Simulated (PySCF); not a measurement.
Computed IR spectrum (relative IR intensity) of a molecule C4H6Ge. Coordinates come from a PBE-D3(BJ)/def2-SVP optimisation. Other conformers were not sampled. Method: PBE-D3(BJ)/def2-SVP run with PySCF. Frequencies are harmonic and unscaled.

```tsv
ν (cm⁻¹)	relative intensity
232	2.2
401	9.3
412	2.1
544	6.9
609	6.7
618	28
627	14
632	6.6
795	88
844	12
857	12
906	15
1369	3.0
2079	40
2095	100
3066	2.4
3407	42
```

Which structure fits?
(A) C1=[CH][GeH2][CH]=C1
(B) C#C/C=[CH]/[GeH3]
(C) C#C[C](=C)[GeH3]

C, C#C[C](=C)[GeH3]
